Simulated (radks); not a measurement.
Values are calculated unless marked as measured or tabulated.
Neutral germanium inside a hard spherical wall (all orbitals vanish at R), configuration held at [Ar] 3d10 4s2 4p2 and not refilled when levels cross. Level of theory: non-relativistic Kohn-Sham, LDA (Slater exchange, VWN5 correlation), spin-polarised, spherical densities, point nucleus; open shells are filled with parallel spins first (a radial shooting solver on a logarithmic mesh with Libxc functionals). Eigenvalues in eV for spin up, with the zero of energy where the potential of the charges vanishes at infinity; a dash marks a level that is unbound or too diffuse for the functional's potential to be trusted. A positive occupied level is held by the wall or, in an anion where self-interaction has pushed it up, behind a barrier. The pressure on the wall is -dE/dV.

| R (bohr) | E (hartree) | kinetic (hartree) | e(3p) | e(3d) | e(4s) | e(4p) | e(5s, empty) | e(5p, empty) | pressure (GPa) |
|---|---|---|---|---|---|---|---|---|---|
| free | -2073.82986 | 2071.810 | -114.00 | -30.298 | -12.043 | -4.509 | -0.463 | - | 0 |
| 12 | -2073.82983 | 2071.811 | -114.00 | -30.293 | -12.039 | -4.506 | -0.196 | 1.229 | 0.000529 |
| 10 | -2073.82958 | 2071.813 | -113.97 | -30.267 | -12.019 | -4.485 | 0.217 | 2.114 | 0.00756 |
| 8 | -2073.82708 | 2071.833 | -113.80 | -30.099 | -11.893 | -4.348 | 1.474 | 4.292 | 0.116 |
| 7 | -2073.82110 | 2071.871 | -113.52 | -29.819 | -11.688 | -4.108 | 3.005 | 6.603 | 0.484 |
| 6 | -2073.80161 | 2071.981 | -112.86 | -29.173 | -11.218 | -3.514 | 6.077 | 10.814 | 2.19 |
| 4 | -2073.47928 | 2073.344 | -107.86 | -24.290 | -6.987 | 2.122 | 28.700 | 37.661 | 69.5 |
